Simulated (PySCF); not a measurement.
Run record for `[O](CCC)[GeH2][CH3]`: PBE/pcseg-1, grid level 3, full TDDFT, 3 singlets.

Method: TDDFT PBE/pcseg-1, vertical, gas phase, core orbitals frozen in the response (PySCF 2.14.0, density-fitted response routines). Geometry: GFN2-xTB. A driver script takes a list of jobs; this job's settings line and coordinates (Å) are shown.

Command:
```bash
OMP_NUM_THREADS=1 python probes_run.py task.json out
```

Input:
```
{"job": {"kind": "uv", "xc": "PBE", "basis": "pcseg-1", "nstates": 3, "ntriplets": 2, "tda": false, "grid": 3}, "charge": 0, "multiplicity": 1}
C     -2.425568     0.774453     0.155496
C     -2.053951    -0.519698    -0.556714
C     -0.726299    -1.079433    -0.053611
O      0.312856    -0.193224    -0.411389
Ge     2.032163    -0.483534    -0.202796
C      2.836862     1.159354    -0.902008
H     -3.337180     1.193353    -0.263763
H     -2.581574     0.593685     1.216954
H     -1.623359     1.498529     0.041893
H     -1.963096    -0.334087    -1.628215
H     -2.830056    -1.272039    -0.401669
H     -0.761379    -1.198485     1.036912
H     -0.552534    -2.069912    -0.494013
H      2.392122    -1.747835    -0.959481
H      2.312357    -0.754767     1.262839
H      3.921203     1.100356    -0.893566
H      2.506249     1.328308    -1.923271
H      2.532424     2.011294    -0.300014
```

Output:
```
coarse grid: 62984 points
cycle   1  E = -2310.7999352350  dE = -3.024e-01  |g| = 8.828e-01  |ddm| = 4.001e+00
cycle   2  E = -2309.9714064318  dE =  8.285e-01  |g| = 2.116e+00  |ddm| = 3.584e+00
cycle   3  E = -2310.9530063921  dE = -9.816e-01  |g| = 3.234e-01  |ddm| = 3.029e+00
cycle   4  E = -2310.9751733840  dE = -2.217e-02  |g| = 1.171e-01  |ddm| = 4.184e-01
cycle   5  E = -2310.9782437694  dE = -3.070e-03  |g| = 2.472e-02  |ddm| = 1.282e-01
cycle   6  E = -2310.9784275167  dE = -1.837e-04  |g| = 7.351e-03  |ddm| = 3.629e-02
cycle   7  E = -2310.9784411277  dE = -1.361e-05  |g| = 1.726e-03  |ddm| = 7.653e-03
cycle   8  E = -2310.9784417803  dE = -6.526e-07  |g| = 4.524e-04  |ddm| = 1.892e-03
final grid: 208896 points
cycle   9  E = -2310.9783813076  dE =  5.315e-08  |g| = 8.454e-04  |ddm| = 2.462e-03
cycle  10  E = -2310.9783807175  dE =  5.902e-07  |g| = 1.895e-03  |ddm| = 2.883e-03
cycle  11  E = -2310.9783814646  dE = -7.471e-07  |g| = 1.851e-04  |ddm| = 1.914e-03
cycle  12  E = -2310.9783814728  dE = -8.167e-09  |g| = 2.644e-05  |ddm| = 1.997e-04
cycle  13  E = -2310.9783814729  dE = -1.937e-10  |g| = 3.803e-06  |ddm| = 3.373e-05
converged SCF energy = -2310.9783814729

Static polarisability (au): isotropic 79.642, principal 70.129 77.843 90.955

Singlet excitations
state   eV       nm        f      main configurations
  1   6.0798    203.9   0.00194   H->L 0.99
  2   6.6603    186.2   0.00118   H->L+1 0.97
  3   6.9260    179.0   0.04253   H-1->L 0.97

Triplet excitations (Tamm-Dancoff, eV): 5.8329 6.5091
```

The SCF starts on a coarse grid where the log names one; the energy can jump when the final grid takes over, and dE then counts from the start density on the new grid. H and L stand for HOMO and LUMO; the number after each pair is its weight.

Problem. Give the mean polarisability as a volume in Å³, and the ratio of the largest to the smallest principal value.

Solution. 79.642 au × 0.148185 = 11.80 Å³; 90.955/70.129 = 1.30.

Problem. How does the lowest singlet excitation compare with the HOMO–LUMO gap?

Solution. HOMO -5.93 eV and LUMO 0.07 eV give a gap of 6.00 eV; S1 at 6.08 eV lies 0.08 eV above it.

In short: SCF converged in 13 cycles with 157 basis and 927 fitting functions; HOMO -5.93 eV, LUMO 0.07 eV; lowest singlet 6.08 eV; lowest triplet 5.83 eV (Tamm–Dancoff); mean polarisability 79.6 au.

 Relativistic effects, spin–orbit coupling among them, are left out although an element past zinc is present.

On Intel Xeon Platinum 8488C, one thread, no GPU, on a shared host, this took 30 s wall and 0.62 GiB of memory at its peak.

Shape of the structure used: `[CH3:1][CH2:2][CH2:3][O:4][GeH2:5][CH3:6]`: C1–C2–C3–O4 -66°, C2–C3–O4–Ge5 -173°, C3–O4–Ge5–C6 180°.

One conformer stands for the species.
